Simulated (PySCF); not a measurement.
C4H14GeOSi, SMILES C[SiH2][O][Ge]([CH3])([CH3])[CH3] (GFN2-xTB optimised geometry):

```
21

Si     0.653     0.912     0.000
C      2.546     0.912     0.000
O      0.191     0.170     1.355
Ge    -1.195    -0.521     2.221
C     -0.597    -0.516     4.114
C     -1.433    -2.343     1.462
C     -2.738     0.681     1.861
H      0.122     2.284     0.000
H      0.132     0.198    -1.176
H      2.948     1.419     0.872
H      2.919     1.425    -0.881
H      2.949    -0.096    -0.008
H      0.320    -1.090     4.220
H     -0.404     0.500     4.446
H     -1.355    -0.952     4.757
H     -1.662    -2.284     0.402
H     -2.245    -2.862     1.963
H     -0.524    -2.924     1.585
H     -2.949     0.712     0.796
H     -3.625     0.332     2.381
H     -2.515     1.690     2.195
```

Method: CAM-B3LYP/def2-SVP (PySCF).

Question: What are the frontier orbital energies and the dipole moment?

Answer: HOMO-2 -9.89 eV, HOMO-1 -9.06 eV, HOMO -8.97 eV, LUMO 2.08 eV, LUMO+1 2.67 eV; dipole moment 1.49 D.

On the same geometry PBE/def2-SVP (PySCF) gives HOMO-2 -7.21 eV, HOMO-1 -6.31 eV, HOMO -6.18 eV, LUMO 0.37 eV, LUMO+1 0.70 eV; dipole moment 1.46 D.

Meta-Löwdin charges at CAM-B3LYP/def2-SVP: Si1 0.90, C2 -0.55, O3 -0.80, Ge4 0.98, C5 -0.51, C6 -0.51, C7 -0.51, H8 -0.15, H9 -0.16, H10 0.11, H11 0.11, H12 0.11, H13 0.11, H14 0.11, H15 0.11, H16 0.11, H17 0.11, H18 0.11, H19 0.11, H20 0.11, H21 0.11.
